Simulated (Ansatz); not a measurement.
`[CH3][Sn]([F])([F])[F]` → F₂ + `[CH3][Sn][F]` at 700 K and 1 bar (stannylene formation by 1,1-elimination).

Gas-phase electronic energies from Ansatz, PBE0-D4/def2-TZVP geometries. CCSD(T)/CBS adds triple-zeta CCSD(T) − MP2 to the extrapolated MP2 energy (def2 sets, frozen cores). This one scheme is used for every species. Elements past krypton have def2 core potentials. For Sn outer-core shells are correlated without core-valence functions, which leaves a few kJ/mol of doubt a bond.

```tsv
species	CCSD(T)/CBS energy (Eh)	H − E (kJ/mol)	S (J/(mol·K))
`[CH3][Sn]([F])([F])[F]`	-553.37465	183.7	472.3
F₂	-199.39789	28.5	229.6
`[CH3][Sn][F]`	-353.71142	144.2	384.8
```

H − E and S are ideal-gas, rigid-rotor, harmonic terms from PBE0-D4/def2-TZVP. 1 Eh = 2625.50 kJ/mol, R = 8.31446 J/(mol·K).

Q: By hand: ΔE, ΔH, ΔS and ΔG.

A: ΔE = (-199.39789) + (-353.71142) − (-553.37465) = 0.26534 Eh = 696.7 kJ/mol. Δ(H − E) = 28.5 + 144.2 − 183.7 = -11.0, so ΔH = 685.7 kJ/mol. ΔS = 229.6 + 384.8 − 472.3 = 142.1 J/(mol·K). ΔG = 685.7 − 700 × (142.1)/1000 = 586.2 kJ/mol.

Q: By hand: the equilibrium constant, and the temperature at which ΔG would vanish if ΔH and ΔS stayed fixed.

A: log₁₀ K = −ΔG/(RT ln 10) = -43.7. ΔG = 0 at ΔH/ΔS = 4825 K, far beyond where these terms or the molecules hold.

The number of gas molecules changes by +1, which sets the sign of ΔS. A doubt of 5 kJ/mol in ΔE shifts log₁₀ K by 0.4 here. Modes under 60 cm⁻¹, often nearly free rotors, make the harmonic entropy too high. These are equilibria of isolated gas molecules and say nothing of rates. Largest T1 diagnostic: 0.015 (customary marks: 0.02 for closed shells, 0.045 for open ones).
